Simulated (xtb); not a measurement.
Cl2H6Si3, SMILES [SiH3][SiH2][SiH](Cl)Cl. All values are semi-empirical tight-binding results from xtb (GFN2-xTB unless named), good for trends rather than for accurate numbers. Geometry: GFN2-xTB. Other conformers were not sampled.

Computed properties:
```
Item                                               Value
-----------------------------------------  -------------
point group as xtb finds it                           Cs
orbital gap                                      3.85 eV
dipole moment                                     2.03 D
zero-point energy                          32.1 kcal/mol
G − E(el) at 298.15 K (modified RRHO)       9.0 kcal/mol
static polarisability (D4 model)             111.9 bohr³
solvation energy, GFN2-xTB/ALPB(water)     -2.2 kcal/mol
solvation energy, GFN2-xTB/ALPB(methanol)  -5.7 kcal/mol
```
